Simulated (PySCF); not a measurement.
**How methods differ on the ionisation energy of Hg⁴⁷⁺**

Hg⁴⁷⁺ [Ar] 3d10 4s2 4p3 [4p1/2^2 4p3/2^1, M_J = 3/2] → Hg⁴⁸⁺ [Ar] 3d10 4s2 4p2 [4p1/2^2, M_J = 0], as a difference of total energies. All numbers are calculated (PySCF 2.14, the two-component X2C-1e Hamiltonian, in an uncontracted even-tempered set (16 s from 6.6 bohr⁻², ratio 2.8; 13 p from 8.5 bohr⁻², ratio 2.8; 8 d from 15 bohr⁻², ratio 2.8; 4 f from 37 bohr⁻², ratio 3)). Correlated levels: [Ne] frozen; the 72 highest virtual spinors dropped. "Screened" scales the spin-orbit matrix elements by Boettger's factors to mimic the two-electron term; Breit and QED terms are absent.

```csv
method,ionisation energy (eV)
GHF (spin-free),2582.1
GMP2 (spin-free),2583.0
GHF (screened spin-orbit),2532.1
GMP2 (screened spin-orbit),2533.1
```

Breit and QED terms and the two-electron picture change are absent.

The spin-free rows relax to the high-spin LS determinant and lack the spin-orbit shift.

The labels give the starting determinants; with spin-orbit coupling the two ends relaxed to ⟨J²⟩ = 3.75, ⟨L²⟩ = 2.61, ⟨S²⟩ = 1.55 and ⟨J²⟩ = 0.00, ⟨L²⟩ = 1.39, ⟨S²⟩ = 1.39.

For comparison: 2539 ± 4 eV (theoretical estimate listed by NIST; NIST Atomic Spectra Database, ionization energies).
